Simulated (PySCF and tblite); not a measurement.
The numbers below are computed, except where a source is named.
C₄H₉Br, numbered as in [CH3:1][CH2:2][CH2:3][CH2:4][Br:5]. Conformers came from 90 starts (ETKDG and KDG, MMFF94s, GFN2-xTB); geometries are PBE0-D3(BJ)/def2-SVP. Energies: PBE0-D3(BJ)/def2-TZVP, with GFN2-xTB thermal terms (modes under about 100 cm⁻¹ blended into free rotors). Symmetry numbers and mirror images are counted. Conformers within 4 kcal/mol (GFN2-xTB free energy) were kept, 7 at most. GIAO shieldings: PBE0/pcSseg-1. Shifts are against TMS (¹H), TMS (¹³C) at the same level. Codes: tblite and PySCF.

Torsions listed: C1–C2–C3–C4, C2–C3–C4–Br5. Of a mirror pair one member is shown.

| conformer | shape | point group | mirror pair | ΔE(DFT) | Δ(G−E) at 250 K | δ C1 (ppm) |
| --- | --- | --- | --- | --- | --- | --- |
| 1 | -179°, -66° | C1 | yes | 0.00 | 0.00 | 15.8 |
| 2 | -57°, -60° | C1 | yes | 0.17 | 0.12 | 11.8 |
| 3 | 180°, 180° | Cs | no | 0.19 | -0.14 | 16.2 |
| 4 | 65°, 178° | C1 | yes | 0.82 | -0.02 | 14.0 |
| 5 | 70°, -80° | C1 | yes | 2.37 | 0.22 | 16.4 |

Energies in kcal/mol; the thermal term leaves out symmetry numbers and mirror images.

(1) Work out the weights at 250 K and the ¹³C shift of C1 under fast exchange.

Spin–orbit effects of the heavy atoms on shieldings are missing.

Results:

(1) RT = 0.497 kcal/mol. Each conformer gets RT ln(σ/g), with σ the rotational symmetry number and g = 2 for a mirror pair: 1: σ = 1, g = 2, G = 0.00 + 0.00 − 0.34 = -0.34, 0.00 above the lowest, exp(−ΔG/RT) = 1.000; 2: σ = 1, g = 2, G = 0.17 + 0.12 − 0.34 = -0.05, 0.29 above the lowest, exp(−ΔG/RT) = 0.556; 3: σ = 1, g = 1, G = 0.19 − 0.14 + 0.00 = 0.05, 0.39 above the lowest, exp(−ΔG/RT) = 0.455; 4: σ = 1, g = 2, G = 0.82 − 0.02 − 0.34 = 0.45, 0.79 above the lowest, exp(−ΔG/RT) = 0.202; 5: σ = 1, g = 2, G = 2.37 + 0.22 − 0.34 = 2.25, 2.59 above the lowest, exp(−ΔG/RT) = 0.005. The sum is 2.218, so the weights are 45.1, 25.1, 20.5, 9.1, 0.2 %. The averaged shift is 14.7 ppm. At 298.15 K it is 14.7 ppm. At 298.15 K the leading conformer alone gives 15.8 ppm and bare DFT energies give 14.7 ppm.
